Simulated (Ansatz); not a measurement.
Ansatz results at the PBE0-D4/def2-TZVP geometry: size of the dipole moment (PBE/def2-TZVPP) 1.32 D; HOMO–LUMO gap (ωB97M-V/def2-TZVPP) 9.69 eV; HOMO–LUMO gap (PBE0/def2-TZVPP) 5.71 eV.

Each molecule was computed in one conformer, which needn't be the lowest.

Question: Which molecule gave them?
A. `[CH3][GeH2][CH2]Br`
B. `B[SiH2]CB[SiH3]`
C. `B[SiH](B)[SiH2]C`
D. `NC(O)BF`

Answer: B. The others give `[CH3][GeH2][CH2]Br`: 1.52, 11.57, 7.42; `B[SiH](B)[SiH2]C`: 0.99, 9.15, 5.36; `NC(O)BF`: 1.94, 10.92, 6.67.
